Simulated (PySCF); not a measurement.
Computed with PySCF with PBE0-D4/def2-TZVP. Gas-phase values, no solvent. Delta-SCF ions had no search for a lower state. 

Reference species (SMILES): `[SnH4]` (neutral, multiplicity 1).

| Property | Result |
|---|---|
| vertical ionisation energy (Delta-SCF) | 11.51 eV |

Changed species: `[F][Sn]([F])([F])[F]` (4 of 4 H replaced by F; the reference has 0 of 4 H replaced by F).

Predict the effect on the vertical ionisation energy (Delta-SCF).

the vertical ionisation energy (Delta-SCF) increases by 3.29 eV, to 14.80 eV.
